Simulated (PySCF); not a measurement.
In(Br)(OH)2 (BrH2InO2), SMILES [OH][In]([Br])[OH]. Geometry: PBE-D3(BJ)/def2-SVP. The structure was generated by enumeration; whether it is a known compound was not checked. The def2 effective core potentials stand for the cores of In; spin–orbit coupling is left out. Other conformers were not sampled.

Method: PBE-D3(BJ)/def2-SVP (PySCF 2.14.0).

Harmonic wavenumbers (cm⁻¹): 85, 112, 113, 245, 254, 279, 564, 595, 829, 859, 3686, 3696. Rotational constants (GHz): 4.792, 1.218, 0.9711; symmetry number 1.

**Question.** Work out the zero-point energy and the ideal-gas rigid-rotor harmonic-oscillator thermochemistry at 298.15 K and 1 atm.

**Answer.** ZPE = ½ Σ hcν = ½ × 11317 cm⁻¹ = 67.69 kJ/mol. H − E(el) = 88.33 kJ/mol. Entropy in J/(mol K): translation 176.50, rotation 118.95, vibration 69.26, total 364.71. G − E(el) = -20.41 kJ/mol. Cp = 93.47 J/(mol K). Modes under 150 cm⁻¹ make the vibrational entropy uncertain.
